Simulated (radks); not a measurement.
Values are calculated unless marked as measured or tabulated.
V13+, 10 electrons, occupied as [Ne]. Level of theory: non-relativistic Kohn-Sham, LB94 model potential, spin-polarised, spherical densities, point nucleus (a radial shooting solver on a logarithmic mesh with Libxc functionals).

Local quantities along the radius. ELF = 1/(1 + alpha^2) is the electron localisation function; alpha = (tau - tau_W)/tau_unif compares the Pauli kinetic energy density with that of the uniform gas (summed over spins).

```
   r/bohr * ELF (the largest magnitude, 1, reaches the edge; | marks zero)
 0.002183 |                                                      *
 0.002731 |                                                      *
 0.003417 |                                                      *
 0.004274 |                                                      *
 0.005348 |                                                      *
  0.00669 |                                                      *
 0.008303 |                                                      *
  0.01039 |                                                      *
    0.013 |                                                      *
  0.01626 |                                                      *
  0.02034 |                                                      *
  0.02545 |                                                      *
  0.03184 |                                                      *
  0.03983 |                                                     *
  0.04983 |                                                   *
  0.06234 |                                            *
  0.07737 |                             *
   0.0968 |               *
   0.1211 |              *
   0.1515 |                         *
   0.1895 |                                       *
   0.2371 |                                             *
   0.2967 |                                               *
   0.3712 |                                              *
   0.4643 |                                        *
   0.5809 |                        *
   0.7268 |     *
    0.902 *
    1.128 *
```

On this mesh the ELF has minima near r = 0.11 bohr, which separate the shells, and maxima near 0.30 (0.88).
